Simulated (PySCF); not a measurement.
## Radial density of Yb⁺ (ytterbium, charge +1)

UHF, [Xe] 4f14 6p1, 2P determinant (an excited configuration). Calculation: PySCF 2.14, in cc-pVDZ-X2C (8s7p5d3f1g, 84 functions); scalar relativity by spin-free X2C-1e.

```csv
r (bohr),4πr²ρ (e/bohr),4πr²(ρα − ρβ)
0.0180,90.29,0.0010
0.0303,86.09,0.0024
0.0510,122.0,0.0026
0.0858,107.5,-0.0003
0.144,108.4,0.0050
0.243,78.13,-0.0024
0.408,63.02,0.0079
0.687,38.58,0.0015
1.15,13.54,0.0440
1.94,3.317,-0.0003
3.27,0.3241,0.2006
5.50,0.1857,0.1848
9.24,0.02051,0.0205
```

Densities and radii are taken from the X2C orbitals without a picture-change correction, which distorts them close to the nucleus.

Spin-orbit coupling, absent here, splits the open shell strongly.

**Question.** Where is the radial spin density 4πr²(ρα − ρβ) most negative, and why is it negative at all?

**Answer.** Around r = 0.243 bohr, down to -0.0024 e/bohr: exchange with the open shell polarises the paired shells in an unrestricted calculation.
